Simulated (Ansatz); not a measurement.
Born–Oppenheimer molecular dynamics of C$_{2}$H$_{10}$O$_{2}$Si$_{2}$ (16 atoms, charge 0, multiplicity 1). It starts from a relaxed structure.

These are results of RKS PBE0/STO-3G in Ansatz 0.2.0, not measurements.

* ensemble: NVT, Langevin thermostat
* time step: 0.5 fs
* steps asked: 150
* set temperature: 500 K
* friction: 0.05 /fs
* seed: 335604

First frame:

```xyz
16
Properties=species:S:1:pos:R:3
Si -0.199 0.059 -0.101
Si -0.007 0.113 2.161
H -1.314 0.187 2.768
H 0.665 -1.042 2.707
H 0.736 1.284 2.560
O 1.303 -0.074 -0.924
C 2.127 -1.176 -0.476
H 1.746 -2.170 -0.791
H 3.127 -1.053 -0.933
H 2.272 -1.213 0.625
H -0.719 1.301 -0.628
O -1.337 -1.098 -0.669
C -1.255 -2.380 -0.003
H -0.340 -2.958 -0.254
H -1.308 -2.315 1.105
H -2.120 -2.984 -0.336
```

How far do the bonds stretch over the last three quarters of this one trajectory? (Pairs bonded in most of those frames.)


```json
{"bond": "Si1–Si2", "mean (Å)": "2.337", "spread (Å)": "0.045", "shortest": "2.27", "longest": "2.39"}
{"bond": "Si1–O6", "mean (Å)": "1.726", "spread (Å)": "0.041", "shortest": "1.66", "longest": "1.80"}
{"bond": "Si1–H11", "mean (Å)": "1.454", "spread (Å)": "0.043", "shortest": "1.39", "longest": "1.57"}
{"bond": "Si1–O12", "mean (Å)": "1.755", "spread (Å)": "0.024", "shortest": "1.72", "longest": "1.79"}
{"bond": "Si2–H3", "mean (Å)": "1.443", "spread (Å)": "0.028", "shortest": "1.38", "longest": "1.50"}
{"bond": "Si2–H4", "mean (Å)": "1.445", "spread (Å)": "0.022", "shortest": "1.39", "longest": "1.50"}
{"bond": "Si2–H5", "mean (Å)": "1.441", "spread (Å)": "0.022", "shortest": "1.40", "longest": "1.50"}
{"bond": "O6–C7", "mean (Å)": "1.463", "spread (Å)": "0.036", "shortest": "1.40", "longest": "1.54"}
{"bond": "C7–H8", "mean (Å)": "1.111", "spread (Å)": "0.020", "shortest": "1.08", "longest": "1.17"}
{"bond": "C7–H9", "mean (Å)": "1.113", "spread (Å)": "0.024", "shortest": "1.07", "longest": "1.18"}
{"bond": "C7–H10", "mean (Å)": "1.120", "spread (Å)": "0.046", "shortest": "1.01", "longest": "1.23"}
{"bond": "O12–C13", "mean (Å)": "1.456", "spread (Å)": "0.019", "shortest": "1.43", "longest": "1.50"}
{"bond": "C13–H14", "mean (Å)": "1.117", "spread (Å)": "0.035", "shortest": "1.04", "longest": "1.17"}
{"bond": "C13–H15", "mean (Å)": "1.114", "spread (Å)": "0.043", "shortest": "1.03", "longest": "1.21"}
{"bond": "C13–H16", "mean (Å)": "1.112", "spread (Å)": "0.032", "shortest": "1.05", "longest": "1.19"}
```

Mean temperature of the second half: 485 K. A run of 0.075 ps of so small a system gives no equilibrium averages. Limits of this set-up: minimal basis.

Time of the run: 12 min on 1 thread of Arm Neoverse V1, with other jobs on the host, peak memory 0.13 GiB.
